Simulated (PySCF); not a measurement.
**Correlation energy of Hf⁺ (hafnium, charge +1)**

[Xe] 4f14 5d3, high-spin 4F determinant (an excited configuration). Computed with PySCF 2.14 in def2-TZVPPD with the def2 core potential (60 electrons) (6s5p3d2f1g, 59 functions), with scalar relativity through the core potential. Frozen: nothing; 11 electrons correlated.

MP2 pair energies summed by pair of shells (mhartree):

```
 pair  energy  share (%)
5p-5p  -82.77       42.7
5p-5d  -67.84       35.0
5s-5p  -19.39       10.0
5d-5d  -14.25        7.4
5s-5d   -5.66        2.9
5s-5s   -3.83        2.0
```

Total MP2 correlation energy: -193.74 mhartree.

Same-spin part -65.32 and opposite-spin part -128.42 mhartree; SCS-MP2 scales them by 1/3 and 6/5 to -175.88 mhartree.

The basis has no tight functions for the innermost shells, so their pair energies are far from complete.

This basis was not built for core-valence correlation, so the inner-shell part is incomplete.
